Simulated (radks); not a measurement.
Question: Species: neutral selenium. Configuration: [Ar] 3d10 4s2 4p4 (the NIST ground configuration). All-electron calculation, scalar-relativistic Kohn-Sham, RPBE, spin-unpolarised, spherical densities, finite nucleus; Fermi nuclear charge, rms radius 4.14 fm. Program: a radial shooting solver on a logarithmic mesh with Libxc functionals. Some entries of the table are withheld. Estimate them.

| orbital | occ. | eigenvalue (eV) | r(max) (bohr) | <1/r> (bohr^-1) |
|---|---|---|---|---|
| 1s | 2 | -12506.06 | 0.02879 | 34.56 |
| 2s | 2 | -1607.366 | (1) | (2) |
| 2p | 6 | -1413.468 | 0.1317 | 7.474 |
| 3s | 2 | -213.6340 | 0.5022 | 2.488 |
| 3p | 6 | -153.0065 | 0.5005 | 2.335 |
| 3d | 10 | -53.0779 | 0.4531 | (3) |
| 4s | 2 | -17.2306 | 1.515 | 0.7352 |
| 4p | 4 | -6.4807 | 1.814 | 0.5720 |

Answer: 
(1) 2s r(max) (bohr): 0.1644
(2) 2s <1/r> (bohr^-1): 7.633
(3) 3d <1/r> (bohr^-1): 2.032
